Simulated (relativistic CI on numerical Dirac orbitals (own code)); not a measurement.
## La²⁹⁺: sensitivity of the levels to the model

Base calculation: Dirac-Coulomb-Breit CI, orbitals from a KLI potential per configuration, model QED, unscaled Slater integrals.

CI space (outside the closed core [Ne]): 3s2.3p6.3d10, 3s2.3p6.3d9.4s, 3s2.3p6.3d9.4p, 3s2.3p6.3d9.4d, 3s2.3p6.3d9.4f, 3s2.3p5.3d10.4s, 3s2.3p6.3d8.4s2, 3s2.3p5.3d10.4p, 3s2.3p6.3d8.4s.4p, 3s2.3p6.3d9.5s, 3s2.3p6.3d8.4p2, 3s2.3p5.3d10.4d, 3s2.3p6.3d9.5p, 3s.3p6.3d10.4s, 3s2.3p6.3d8.4s.4d, 3s2.3p6.3d9.5d, 3s2.3p6.3d8.4p.4d, 3s.3p6.3d10.4p, 3s2.3p5.3d10.4f, 3s2.3p5.3d9.4s2, 3s2.3p6.3d9.5f, 3s2.3p6.3d9.5g, 3s2.3p5.3d9.4s.4p, 3s2.3p6.3d8.4d2, 3s2.3p6.3d9.6s, 3s.3p6.3d10.4d, 3s2.3p5.3d9.4p2, 3s2.3p6.3d9.6p, 3s2.3p5.3d9.4s.4d, 3s2.3p6.3d9.6d, 3s.3p6.3d9.4s2, 3s2.3p5.3d10.5s, 3s2.3p5.3d9.4p.4d, 3s.3p6.3d10.4f, 3s2.3p5.3d10.5p, 3s.3p6.3d9.4s.4p. Levels of other configurations are missing.

Variants: (1) non-relativistic limit. Shifts of the energy above 3s2.3p6.3d10 1S_0, in eV, for the lowest level and the first level of each name with at least 55 % of one term (blank where a level changes its place among those of its configuration and J or its character, or is not in the variant):

```
               Level     Base     Δ(1)
   3s2.3p6.3d10 1S_0    0.000    0.000
 3s2.3p6.3d9.4s 3D_3  711.525  +47.593
 3s2.3p6.3d9.4s 3D_1  729.430  +29.689
3s2.3p6.3d9.4p 3P°_2  770.361  +40.285
3s2.3p6.3d9.4p 3F°_2  788.487  +24.721
3s2.3p6.3d9.4p 3F°_4  795.716  +17.492
3s2.3p6.3d9.4p 1D°_2  797.324  +19.874
3s2.3p6.3d9.4p 1P°_1  797.926         
3s2.3p6.3d9.4p 3D°_3  799.171         
3s2.3p6.3d9.4p 3P°_0  811.204   -0.558
3s2.3p6.3d9.4p 3D°_2  816.534   +0.683
 3s2.3p6.3d9.4d 3S_1  886.988  +11.720
 3s2.3p6.3d9.4d 1P_1  894.560  +11.255
 3s2.3p6.3d9.4d 3G_5  895.302  +10.262
```

At this charge energies of transitions that change n are usually good to better than 1 %, and those within a shell (Δn = 0) to a few per cent.

Ionisation energy from the two ground configurations alone: base 1800.07 eV. The NIST ASD value (theoretical) is 1800 eV.

LS names give the leading component of a level, which can be under half, so a name can repeat, a term be missing and a line seem to break the LS rules.
